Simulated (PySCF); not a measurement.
All values are calculated (PySCF 2.14): PBE0-D3(BJ)/def2-SVP geometry, shielding tensors at PBE0/pcSseg-1 (GIAO). One computed conformer, no solvent model, fast rotation and ring inversion assumed for equivalent nuclei, no relativistic terms.

Referencing at the same level of theory: ¹H (31.27 ppm) and ¹³C (184.41 ppm) against TMS. Shifts are as computed. Against solution values, carbons near 30 ppm lie about +2 ppm off and those near 130 ppm about +5 ppm. Of 1313 compounds with measured shifts, 239 miss one by over three times the rms of a fit or turn the order of signals round; such compounds aren't used in these exercises. OH and NH positions are gas-phase values without hydrogen bonding to other molecules.

Question: Order these molecules by the shift of their most deshielded carbon-bound hydrogen, lowest δ first.
A. C=CCN([SiH3])/N=C/C
B. [SiH3]CC1=CCc2ccccc21
C. C=C(C)CC#C[SiH2]S[SiH3]

Answer: C (5.13 ppm, hydrogen on a terminal =CH2 carbon), A (6.60 ppm, hydrogen on a C=N carbon), B (7.53 ppm, hydrogen on an aromatic CH).

Question: How many ¹³C and ¹H signals does each give (equivalence by symmetry and fast rotation, but not about amide C–N or C=N bonds)? `C=CCN([SiH3])/N=C/C`, `[SiH3]CC1=CCc2ccccc21`, `C=C(C)CC#C[SiH2]S[SiH3]`, `O=C([SiH2]O)C(F)(F)F`

Answer: C=CCN([SiH3])/N=C/C: 5 C, 7 H; [SiH3]CC1=CCc2ccccc21: 10 C, 8 H; C=C(C)CC#C[SiH2]S[SiH3]: 6 C, 6 H; O=C([SiH2]O)C(F)(F)F: 2 C, 2 H.
